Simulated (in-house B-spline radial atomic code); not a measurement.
RPA and G0W0 for Ag VII (Ag6+), [Kr] 4d5, highest spin, as one setting changes: the share of exact exchange in the PBE hybrid start. A dash marks a level of low quasi-particle weight. Computed with a B-spline radial code for spherical atoms: all electrons, scalar-relativistic (spin-free one-electron X2C), finite nucleus, each spin shell either full or empty, empty states to l = 9 with an (l + 1/2)⁻⁴ tail; G0W0 by contour deformation at full frequency.

```
share of exact exchange in the PBE hybrid start  mean-field level (eV)  G0W0 level (eV)  RPA correlation (Eh)
                                              0                 -97.59    4d up -107.47               -3.1713
                                            0.1                      ?                ?                     ?
                                            0.2                 -99.81    4d up -107.55               -3.1206
                                            0.3                -100.92    4d up -107.59               -3.0963
                                            0.4                      ?                ?                     ?
                                            0.5                -103.15    4d up -107.65               -3.0497
                                            0.6                -104.27    4d up -107.67               -3.0273
                                            0.7                -105.39    4d up -107.69               -3.0054
                                            0.8                -106.52    4d up -107.71               -2.9841
                                            0.9                -107.64    4d up -107.73               -2.9633
                                              1                -108.77    4d up -107.75               -2.9429
```

Q: What belongs in the row for 0.4?

A: mean-field level (eV): -102.03; G0W0 level (eV): 4d up -107.62; RPA correlation (Eh): -3.0727.

Q: What belongs in the row for 0.1?

A: mean-field level (eV): -98.69; G0W0 level (eV): 4d up -107.51; RPA correlation (Eh): -3.1456.

Q: At what share of exact exchange does G0W0 leave the highest level unchanged?

A: Near 0.91, where the shift changes sign (-0.089 eV at 0.9, +1.023 eV at 1).
